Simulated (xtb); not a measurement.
GaI2 (SMILES [I][Ga+][I]), charge +1, singlet, geometry from GFN2-xTB (such geometries of metal compounds can be far from the true shape); GFN2-xTB (xtb 6.7.1).

The xtb input:
```
$ xtb mol.xyz --gfn 2 --chrg 1 --etemp 3000 --json

# file mol.xyz
3

Ga     0.00000000     0.00000000     0.00000000
I      0.00000000     0.00000000     2.50445284
I     -0.00000000    -0.00000000    -2.50445284
```

It wrote (shortened):

```
   ID    Z sym.   atoms
    1   31 Ga     1
    2   53 I      2, 3

           -------------------------------------------------
          |                Calculation Setup                |
           -------------------------------------------------

           -------------------------------------------------
          |                 G F N 2 - x T B                 |
           -------------------------------------------------

          ...................................................
          :                      SETUP                      :
          :.................................................:
          :  # basis functions                  30          :
          :  # atomic orbitals                  27          :
          :  # shells                            9          :
          :  # electrons                        16          :
          :  max. iterations                   250          :
          :  Hamiltonian                  GFN2-xTB          :
          :  restarted?                      false          :
          :  GBSA solvation                  false          :
          :  PC potential                    false          :
          :  electronic temp.         3000.0000000     K    :
          :  accuracy                    1.0000000          :
          :  -> integral cutoff          0.2500000E+02      :
          :  -> integral neglect         0.1000000E-07      :
          :  -> SCF convergence          0.1000000E-05 Eh   :
          :  -> wf. convergence          0.1000000E-03 e    :
          :  Broyden damping             0.4000000          :
          :  net charge                          1          :
          :  unpaired electrons                  0          :
          ...................................................

 iter      E             dE          RMSdq      gap      omega  full diag
   1     -8.4269191 -0.842692E+01  0.376E+01    2.74       0.0  T
   2     -8.4572444 -0.303253E-01  0.349E+01    2.26       1.0  T
   3     -8.2109544  0.246290E+00  0.381E+01    3.23       1.0  T
   4     -8.4635252 -0.252571E+00  0.316E+00    2.22       1.0  T
   5     -8.4628890  0.636175E-03  0.117E+00    2.36       1.0  T
   6     -8.4647825 -0.189353E-02  0.728E-01    2.30       1.0  T
   7     -8.4647691  0.133879E-04  0.472E-01    2.30       1.0  T
   8     -8.4648208 -0.516471E-04  0.873E-02    2.29       1.0  T
   9     -8.4648232 -0.240577E-05  0.211E-02    2.29       2.7  T
[...]
         :: total energy              -8.451013492517 Eh    ::
[...]
        16                         -0.2581485              -7.0246
        17                         -0.2372335              -6.4555
        18                         -0.2372335              -6.4555
        19                         -0.2112065              -5.7472
       ...                                ...                  ...
        27                          2.3428192              63.7514
      -------------------------------------------------------------
                  HL-Gap            0.0840748 Eh            2.2878 eV
             Fermi-level           -0.6128248 Eh          -16.6758 eV

     #   Z          covCN         q      C6AA      α(0)
     1  31 Ga       1.709     0.470   208.575    32.495
     2  53 I        0.855     0.265   352.933    32.431
     3  53 I        0.855     0.265   352.933    32.431

 Mol. C6AA /au·bohr⁶  :       2678.120318
 Mol. C8AA /au·bohr⁸  :     260603.929937
 Mol. α(0) /au        :         97.356833

Wiberg/Mayer (AO) data.
largest (>0.10) Wiberg bond orders for each atom

 ---------------------------------------------------------------------------
     #   Z sym  total        # sym  WBO       # sym  WBO       # sym  WBO
 ---------------------------------------------------------------------------
     1  31 Ga   2.519 --     2 I    1.259     3 I    1.259
     2  53 I    1.650 --     1 Ga   1.259     3 I    0.390
     3  53 I    1.650 --     1 Ga   1.259     2 I    0.390
 ---------------------------------------------------------------------------

Topologies differ in total number of bonds
Writing topology from bond orders to xtbtopo.mol

molecular dipole:
                 x           y           z       tot (Debye)
 q only:        0.000       0.000       0.000
   full:       -0.000      -0.000       0.000       0.000
molecular quadrupole (traceless):
                xx          xy          yy          xz          yz          zz
 q only:       -5.937       0.000      -5.937       0.000       0.000      11.873
  q+dip:        0.504       0.000       0.504       0.000       0.000      -1.007
   full:        2.881       0.000       2.881       0.000       0.000      -5.762

           -------------------------------------------------
          | TOTAL ENERGY               -8.451013492517 Eh   |
          | GRADIENT NORM               0.003411136403 Eh/α |
          | HOMO-LUMO GAP               2.287792862841 eV   |
           -------------------------------------------------

normal termination of xtb
```
